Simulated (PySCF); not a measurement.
# Ionisation energy of Mn by level of theory

Mn [Ar] 3d5 4s2 (6S) → Mn⁺ [Ar] 3d5 4s1 (7S), as a difference of total energies. Calculation: PySCF 2.14, in x2c-TZVPPall with one added diffuse shell each of s, p, d, f type (7s6p5d3f1g, 80 functions); the spin-free X2C one-electron Hamiltonian (Gaussian nucleus). Correlated levels: valence: [Ar] frozen. The calculations carry no spin-orbit coupling.

| method | ionisation energy (eV) |
| --- | --- |
| UHF | 6.027 |
| MP2 (valence) | 7.015 |
| SCS-MP2 (valence) | 7.228 |
| CCSD (valence) | 7.231 |
| CCSD(T) (valence) | 7.308 |

Question: How much does correlation contribute at CCSD(T) (valence)?

Answer: 7.308 − (6.027) = 1.281 eV, measured against UHF.

Errors of the correlated levels include the incompleteness of this basis and the frozen core.

For comparison: 7.434 eV (measured; NIST Atomic Spectra Database, ionization energies).
